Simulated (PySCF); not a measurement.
Two species compared at the same levels of theory.

First species: 1,8-naphthyridine, C8H6N2.
Bonds: C1–C2 (aromatic), C2–N3 (aromatic), N3–C4 (aromatic), C4–N5 (aromatic), N5–C6 (aromatic), C6–C7 (aromatic), C7–C8 (aromatic), C8–C9 (aromatic), C9–C10 (aromatic), C1–C10 (aromatic), C4–C9 (aromatic). Hydrogens: H11 on C1; H12 on C2; H13 on C6; H14 on C7; H15 on C8; H16 on C10.

Second species: [WO3Cl]- (charge -1 and singlet state).
SMILES: `[O]=[W-](=[O])(=[O])[Cl]`

Levels: CAM-B3LYP/def2-SVPD for HOMO energy, LUMO energy, HOMO–LUMO gap and static isotropic polarisability; TDDFT CAM-B3LYP/def2-SVPD for lowest singlet excitation; TDA CAM-B3LYP/def2-SVPD for lowest triplet excitation (Tamm–Dancoff); PBE0-D3(BJ)/def2-SVP for rotational constant A and rotational constant C. Geometries: PBE0-D3(BJ)/def2-SVP. Each species is one conformer at its optimised geometry, gas phase (atoms past krypton carry core potentials, spin–orbit coupling is left out); the electronic structure was computed with PySCF and density fitting.

Values for the first species:

* HOMO energy: -8.71 eV
* LUMO energy: -1.00 eV
* HOMO–LUMO gap: 7.71 eV
* Lowest singlet excitation: 4.11 eV
* Lowest triplet excitation (Tamm–Dancoff): 3.40 eV
* Static isotropic polarisability: 105.2 au
* Rotational constant A: 3.199 GHz
* Rotational constant C: 0.931 GHz

Problem. Estimate the same properties for the second species, and the change in each.

Solution. 
```
                                property      first     second  second less first
                             HOMO energy   -8.71 eV   -5.17 eV           +3.54 eV
                             LUMO energy   -1.00 eV    4.04 eV           +5.04 eV
                           HOMO–LUMO gap    7.71 eV    9.21 eV           +1.50 eV
               lowest singlet excitation    4.11 eV    5.34 eV           +1.23 eV
lowest triplet excitation (Tamm–Dancoff)    3.40 eV    5.06 eV           +1.66 eV
         static isotropic polarisability   105.2 au    67.4 au           -37.8 au
                   rotational constant A  3.199 GHz  3.938 GHz         +0.739 GHz
                   rotational constant C  0.931 GHz  1.912 GHz         +0.981 GHz
```

On the first: S1 lies 3.60 eV below the HOMO–LUMO gap. The principal polarisabilities are 55.9, 105.1 and 154.8 au; their mean is the isotropic value.

On the second: The vertical singlet–triplet gap S1 − T1 is 0.28 eV (TDDFT singlet less Tamm–Dancoff triplet). The principal polarisabilities are 65.5, 65.5 and 71.1 au; their mean is the isotropic value. Atoms past krypton carry effective core potentials; spin–orbit coupling is left out. The geometry's basis has no diffuse functions, a weakness for an anion.
